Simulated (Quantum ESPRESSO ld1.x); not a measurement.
Results of a calculation; reference values are marked as such.
Q: These are the eigenvalues of the occupied orbitals of an atom or ion with whole-number occupations (eV). Code: ld1.x of Quantum ESPRESSO 7.5. Model: Dirac Kohn-Sham, LDA (Slater exchange, Hedin-Lundqvist correlation), spin-unpolarised, spherical densities, point nucleus.

orbital  eigenvalue
1s1/2      -18804.3
2s1/2      -2657.57
2p1/2      -2443.21
2p3/2      -2347.60
3s1/2      -468.994
3p1/2      -388.253
3p3/2      -372.742
3d3/2      -229.617
3d5/2      -226.725
4s1/2      -89.0488
4p1/2      -66.3131
4p3/2      -64.0822
4d3/2      -31.0055
4d5/2      -30.7696

Which element is it, and in what charge state? The configuration may be excited. Open shells, if any, are shared by 2j + 1.

A: Z = 41, niobium, charge +3: Nb3+ in [Kr] 4d2. The list shows which subshells hold electrons but not how many an open one holds; the 1s level, -691.05 hartree, gives Z - s = 37.2 by -(Z - s)^2/2, which with screening and relativity narrows Z to a few neighbours, and the depths of the outer levels then fix element, charge and occupations together.
